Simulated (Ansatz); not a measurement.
C₂H₇AlN (`C[N](C)[AlH]`) radical, 11 atoms. Total charge 0; spin multiplicity 2. All runs use 4 threads of an Arm Neoverse V1 on a shared host. Correlated methods freeze the cores. Open-shell runs search over several starts.

Give the basis size and wall time and peak host memory of each of these runs in Ansatz. direct RPA on PBE orbitals/def2-TZVPP energy; UKS PBE0-D4/def2-SVP energy; UKS B97M-V/def2-TZVPP energy; UKS PBE0-D4/def2-TZVP relaxation (5 steps); UHF-MP2/def2-QZVPP energy; UHF-MP2/def2-TZVPP energy; UKS PBE0-D4/def2-QZVPP energy; UHF-CCSD(T)/def2-SVP energy; UKS B2PLYP (frozen core)/def2-TZVPP energy; UKS LC-ωPBE/def2-TZVPP energy; UKS CAM-B3LYP-D4/def2-TZVPP energy; UKS ωB97M-V/def2-QZVPP energy. (An estimate is asked.)

The calculation gave: Other jobs shared the machine, so times are rough.

```
                                level                   job  functions  wall time  peak host memory (GiB)
                 UKS PBE0-D4/def2-SVP                energy         95      1.8 s                    0.42
                   UHF-MP2/def2-TZVPP                energy        233      3.8 s                    0.56
               UKS LC-ωPBE/def2-TZVPP                energy        233      4.4 s                    0.46
          UKS CAM-B3LYP-D4/def2-TZVPP                energy        233      6.5 s                     0.8
direct RPA on PBE orbitals/def2-TZVPP                energy        233        8 s                    0.75
                 UHF-CCSD(T)/def2-SVP                energy         95      9.5 s                    0.71
  UKS B2PLYP (frozen core)/def2-TZVPP                energy        233       10 s                    0.84
                UKS B97M-V/def2-TZVPP                energy        233       15 s                     0.5
               UKS PBE0-D4/def2-QZVPP                energy        451       18 s                       2
                UKS PBE0-D4/def2-TZVP  relaxation (5 steps)        172       22 s                    0.46
                   UHF-MP2/def2-QZVPP                energy        451       27 s                     2.8
               UKS ωB97M-V/def2-QZVPP                energy        451       38 s                     2.5
```

LC-ωPBE has ω = 0.4 bohr⁻¹.
